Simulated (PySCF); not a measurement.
Species: C5H12Si.
SMILES with atom numbers: `[CH2:1]=[CH:2][Si:3]([CH3:4])([CH3:5])[CH3:6]` (hydrogens: H7, H8 on C1; H9 on C2; H10, H11, H12 on C4; H13, H14, H15 on C5; H16, H17, H18 on C6)

Computed with PySCF at wB97X-D/pcSseg-2, non-relativistic, on one gas-phase PBE0-D3(BJ)/def2-TZVP geometry that isn't relaxed in the solvent. The solvent is an IEF-PCM continuum (van der Waals radii × 1.2). Specific hydrogen bonds and non-electrostatic terms are outside this model.

Gas phase at wB97X-D/pcSseg-2: HOMO -9.47 eV, LUMO 1.61 eV, dipole 0.15 D.

**Question.** What does the continuum do to the energy, the frontier levels and the dipole at wB97X-D/pcSseg-2 in chloroform?

**Answer.** 
```csv
solvent,ε,E(solvent) − E(gas) (kJ/mol),polarisation term (kJ/mol),distortion of the solute (kJ/mol),HOMO (eV),LUMO (eV),dipole (D)
chloroform,4.711,-5.94,-6.21,0.27,-9.44,1.64,0.20
```

Polarisation term: ½ Σ q·V over the induced surface charges. Distortion: the rise of the solute's own energy as its density leaves the gas-phase optimum.

The values belong to the conformer `[CH2:1]=[CH:2][Si:3]([CH3:4])([CH3:5])[CH3:6]`: C1–C2–Si3–C4 -121°.

The pairwise dispersion term of wB97X-D wasn't added to the energies; at a given geometry it leaves orbitals and properties as they are.
